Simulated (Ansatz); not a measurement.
arsenic atom (As), quartet; WB97X-V/6-311G** (Ansatz, a program for electronic structure).

Ansatz was given this input:
Ansatz 0.2 input:
```yaml
crystal:
  periodic: [false, false, false]
  atoms:
    - {symbol: As, position_ang: [0.00000000, 0.00000000, 0.00000000]}
basis:
  gaussian:
    orbitals: 6-311G__.json
hamiltonian:
  xc: {name: wB97X-V}
magnetization: {spin_polarized: true, initial_magnetization: 3}
```
The basis file holds 6-311G** in the JSON format of the Basis Set Exchange.

What the program printed (banner, timings and long lists left out):

```
Functional definition: wB97X-V
263 factors; integrals over basis functions are off by at most 1.0e-4 eV
51 factors; integrals over basis functions are off by at most 4.1e-5 eV
mean field evaluation 1: about -60832.5898 eV, gradient 4.7e0 eV
mean field evaluation 2: about -60832.6170 eV, gradient 3.5e0 eV
mean field evaluation 4: about -60832.6290 eV, gradient 7.6e-2 eV
mean field evaluation 8: about -60832.6297 eV, gradient 1.1e-4 eV
mean field -60832.62968124 eV, -2235.5579069482 hartree, gradient 1.1e-5 eV, S^2 3.750400; 0 other end points of the search recorded, 0 dependent functions left out
reference -60832.62968272 eV, -2235.5579070026 hartree; 18, 15 occupied and 26, 29 virtual orbitals, 263 factors
Total energy: -60832.62968272 eV, -2235.5579070026 hartree
```
